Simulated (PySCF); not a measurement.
Simulated absorption spectrum

Compound: SiCl2(SeBu)2, C8H18Cl2Se2Si.
SMILES with atom numbers: `[CH3:1][CH2:2][CH2:3][CH2:4][Se:5][Si:6]([Cl:7])([Cl:8])[Se:9][CH2:10][CH2:11][CH2:12][CH3:13]` (hydrogens: H14, H15, H16 on C1; H17, H18 on C2; H19, H20 on C3; H21, H22 on C4; H23, H24 on C10; H25, H26 on C11; H27, H28 on C12; H29, H30, H31 on C13)

Level of theory: TDDFT B3LYP/def2-SVPD, vertical, gas phase, core orbitals frozen in the response (PySCF). One conformer (not necessarily the lowest) at the PBE0-D3(BJ)/def2-SVP geometry, without solvent, vibrations or thermal averaging. Relativistic effects, spin–orbit coupling among them, are left out although an element past zinc is present.

Each state is given a Gaussian of 0.4 eV full width at half maximum, with ε(max) = 2.175×10⁸ f / Δν̃ (Δν̃ the width in cm⁻¹). The width is an assumption, not a result. The curve ends short of the highest state used, and states not computed would add to its high-energy end.

E (eV), ε (L mol⁻¹ cm⁻¹) and a bar:
```
     3.97          3 
     4.01          7 
     4.05         14 
     4.08         24 
     4.12         46 #
     4.16         85 #
     4.20        146 ##
     4.24        240 ###
     4.27        335 ####
     4.31        501 #######
     4.35        709 #########
     4.39        954 #############
     4.42       1152 ###############
     4.46       1417 ###################
     4.50       1659 ######################
     4.54       1851 #########################
     4.58       1969 ##########################
     4.61       2001 ###########################
     4.65       1966 ##########################
     4.69       1850 #########################
     4.73       1669 ######################
     4.77       1447 ###################
     4.80       1269 #################
     4.84       1036 ##############
     4.88        828 ###########
     4.92        661 #########
     4.95        568 ########
     4.99        490 #######
     5.03        466 ######
     5.07        491 #######
     5.11        554 #######
     5.14        620 ########
     5.18        726 ##########
     5.22        841 ###########
     5.26        962 #############
     5.29       1054 ##############
     5.33       1183 ################
     5.37       1322 ##################
     5.41       1475 ####################
     5.45       1642 ######################
     5.48       1773 ########################
     5.52       1947 ##########################
     5.56       2106 ############################
     5.60       2235 ##############################
```

(1) Locate the maxima and give the states behind the curve.

(2) On this curve, what absorbance would a 10⁻³ mol/L sample give at 308 nm over a 1 cm path?

(3) Coming from long wavelengths, where does ε first pass 100 L mol⁻¹ cm⁻¹?

## Answers

(1) 269 nm (4.61 eV), ε about 2000, made up of S1 (74%) and S2 (26%) (ε in L mol⁻¹ cm⁻¹; maxima over ε = 5, shares over 10%). At its high-energy end, 5.60 eV, the curve is still rising (ε about 2200, from S5 and S6). The states used: S1 4.57 eV (f 0.023); S2 4.74 eV (f 0.0099); S3 5.10 eV (f 0.0006); S4 5.29 eV (f 0.011); S5 5.59 eV (f 0.020); S6 5.77 eV (f 0.016); S7 5.98 eV (f 0.0054); S8 6.07 eV (f 0.011); S9 6.16 eV (f 0.032); S10 6.20 eV (f 0.014).

(2) 308 nm is 4.025 eV, where ε is about 9 L mol⁻¹ cm⁻¹, so A = ε c l ≈ 0.009 (Beer–Lambert, with the gas-phase spectrum and the assumed width).

(3) At about 297 nm (4.17 eV), 0.40 eV below S1.
